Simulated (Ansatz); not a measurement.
`[SiH3]B(Cl)[SeH]` + `[OH][InH][F]` → `[F][InH][SeH]` + `OB([SiH3])Cl`  (redistribution)

Gas-phase electronic energies from Ansatz, PBE0-D4/def2-TZVP geometries. CCSD(T)/CBS is the MP2 limit (def2-TZVPP, def2-QZVPP) plus CCSD(T) − MP2 in def2-TZVPP, frozen cores. Elements past krypton have def2 core potentials. For In, Se outer-core shells are correlated without core-valence functions, which leaves a few kJ/mol of doubt a bond. Scalar relativity is left out up to krypton. One conformer a species, not always the lowest.

`[SiH3]B(Cl)[SeH]`:

Z-matrix (Å, degrees):
```
Si
B 1 2.012
H 1 1.488 2 109.8
H 1 1.489 2 111.3 3 120.6
H 1 1.488 2 109.7 3 -118.9
Cl 2 1.754 1 119.6 3 59.5
Se 2 1.920 1 123.9 3 -120.5
H 7 1.469 2 95.4 1 0.1
```

`[OH][InH][F]`:

```xyz
5

O    -1.322   -0.216    0.548
In    0.497    0.041   -0.151
F     1.681   -0.963    1.019
H    -1.998    0.241    0.042
H     1.142    0.898   -1.458
```

`[F][InH][SeH]`:

```xyz
5

F    -0.015    0.131    1.899
In   -0.515   -0.537    0.131
Se    0.777    0.703   -1.584
H    -1.676   -1.774    0.073
H     1.428    1.477   -0.518
```

`OB([SiH3])Cl`:

```xyz
8

O    -0.522   -1.708   -0.491
B    -0.484   -0.589    0.251
Si    0.686    0.984   -0.251
Cl   -1.489   -0.485    1.714
H    -1.117   -2.385   -0.147
H     1.452    0.734   -1.500
H     1.640    1.258    0.858
H    -0.166    2.190   -0.435
```

```csv
species,CCSD(T)/def2-TZVPP energy (Eh)
`[SiH3]B(Cl)[SeH]`,-3176.14234
`[OH][InH][F]`,-365.59789
`[F][InH][SeH]`,-2690.60815
`OB([SiH3])Cl`,-851.18719
```

Work out ΔE.

ΔE = (-2690.60815) + (-851.18719) − (-3176.14234) − (-365.59789) = -0.05511 Eh = -144.7 kJ/mol. CCSD(T)/CBS gives -141.9 kJ/mol.

Largest T1 diagnostic among the species: 0.017.

From PBE to PBE0 (25 % exact exchange), in def2-TZVPP and without D4, ΔE moves by −9.3 kJ/mol. The D4 term adds +5.4 kJ/mol with B3LYP and +2.8 kJ/mol with PBE0; it sums over pairs of atoms, weighted by their polarisabilities, and B3LYP, whose exchange is more repulsive, gets the larger term. In def2-TZVPP, CCSD(T) changes the Hartree–Fock value by +32.9 kJ/mol (the triples alone add +5.4 kJ/mol) and MP2 by +36.8 kJ/mol.

B3LYP here is the variant with VWN-RPA as its local correlation; programs differ in this.
